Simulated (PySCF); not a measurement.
**AsOF + H₂O → HAsO₂ + HF**

Level: PBE0 in the def2-TZVP basis family, all electrons, no relativity, computed in PySCF with density fitting; open shells unrestricted.

```tsv
species	state and structure	E (Eh)	ZPE (kJ/mol)	H(298 K) − H(0) (kJ/mol)	S° (J/(mol K))
AsOF	singlet, Cs, As–F 1.744 Å, As–O 1.597 Å; F–As–O 105.7°	-2410.58755	12.3	11.4	272.2
H₂O	singlet, C2v, O–H 0.960 Å (×2); H–O–H 105.1°	-76.37736	56.5	9.9	188.7
HAsO₂	singlet, C2v, As–H 1.517 Å, As–O 1.604 Å (×2); H–As–O 113.7° (×2), O–As–O 132.6°	-2386.49138	35.2	12.0	266.6
HF	singlet, C∞v, H–F 0.920 Å	-100.39188	24.9	8.7	173.6
```

(1) What is the electronic reaction energy?

(2) Add zero-point, thermal and entropy terms for 298.15 K and 1 bar.

Answers

(1) At PBE0/def2-TZVP, ΔE = 214.4 kJ/mol from the differences of the total energies times 2625.5, uphill. Hydrolysis steps of this kind drive oxide growth by atomic layer deposition.

(2) ΔZPE = -8.7 and Δ[H(298) − H(0)] = -0.6 kJ/mol give ΔH° = 205.1 kJ/mol. ΔS° = -20.7 J/(mol K), so ΔG° = 205.1 − 298.15 × (-0.0207) = 211 kJ/mol.

Each species is the lowest minimum found with this bonding; other isomers or fragments can lie lower.
